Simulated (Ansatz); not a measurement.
Cost and result for the atomization energy of C2H5GaOSe (`C=C(O)[Se][GaH2]`) (10 atoms, 9 bonds).

```xyz
10

C     0.4895    1.6153   -1.0578
C    -0.1190    0.6538   -0.3806
O     0.4834    0.0321    0.7221
Se   -1.8214   -0.1292   -0.6349
Ga   -0.7805   -1.7336    0.8525
H     1.4608    1.9918   -0.7552
H     0.0171    2.0557   -1.9228
H     1.4446    0.1162    0.6852
H     0.1445   -2.8006    0.1738
H    -1.3190   -1.8016    2.3176
```

Total charge 0; spin multiplicity 1. Correlated methods include outer-core shells of Ga, Se, which these sets cover unevenly. Scalar relativity is left out up to krypton. The geometry is a stationary point of PBE0-D4/def2-TZVP. It is one conformer, not always the lowest. Program: Ansatz. Hardware: A = 2 threads of an AMD EPYC 7R13 on a shared host; B = 2 threads of an AMD EPYC 7R13 on a shared host and a share of an NVIDIA H100 80 GB. Times are those of one run each, without the atoms' runs, and a repeat can differ threefold. Electronic energies, without spin–orbit coupling; frozen cores. CCSD(T)/CBS adds CCSD(T) − MP2 in def2-TZVPP to the MP2 limit, and its time is that of the two runs behind it. T1 = 0.012. With those shells the extrapolation isn't a true limit. B3LYP takes the VWN-RPA correlation (the form of Gaussian; ORCA's B3LYP/G).

CCSD(T)/CBS is a level of theory with its own doubt, some kJ/mol a heavy atom from the limit and from the frozen cores, so smaller differences don't rank the functionals.

| level | functions | wall time | atomization (kJ/mol) | difference from CCSD(T)/CBS | per bond |
| --- | --- | --- | --- | --- | --- |
| CCSD(T)/def2-TZVPP [B] | 259 | 4.7 s | 3363.2 | -85.0 | -9.4 |
| MP2/def2-QZVPP [B] | 499 | 4.9 s | 3484.6 | 36.4 | 4.0 |
| PBE-D4/def2-TZVPP (with forces) [A] | 259 | 5 s | 3524.7 | 76.5 | 8.5 |
| PBE0-D4/def2-TZVPP [A] | 259 | 8.5 s | 3446.5 | -1.7 | -0.2 |
| CCSD(T)/CBS(def2) | – | 9.6 s | 3448.2 | 0.0 | 0.0 |
| r2SCAN-D4/def2-TZVPP (with forces) [A] | 259 | 11 s | 3463.7 | 15.5 | 1.7 |
| B2PLYP/def2-TZVPP [A] | 259 | 15 s | 3387.0 | -61.2 | -6.8 |
| B3LYP-D4/def2-TZVPP (with forces) [A] | 259 | 15 s | 3416.7 | -31.5 | -3.5 |
| ωB97X-V/def2-TZVPP [A] | 259 | 18 s | 3445.3 | -2.9 | -0.3 |
| ωB97M-V/def2-TZVPP (with forces) [A] | 259 | 26 s | 3432.4 | -15.8 | -1.8 |

From PBE to PBE0 (25 % exact exchange), in def2-TZVPP and without D4, the atomization energy moves by −74.1 kJ/mol: exact exchange takes away binding that semilocal exchange gives to molecules. In def2-TZVPP, CCSD(T) changes the Hartree–Fock value by +982.2 kJ/mol (the triples alone add +69.1 kJ/mol) and MP2 by +1054.3 kJ/mol; breaking electron pairs costs correlation energy, which Hartree–Fock lacks. The D4 term adds +44.7 kJ/mol with B3LYP and +23.2 kJ/mol with PBE0; it sums over pairs of atoms, weighted by their polarisabilities, and B3LYP, whose exchange is more repulsive, gets the larger term.
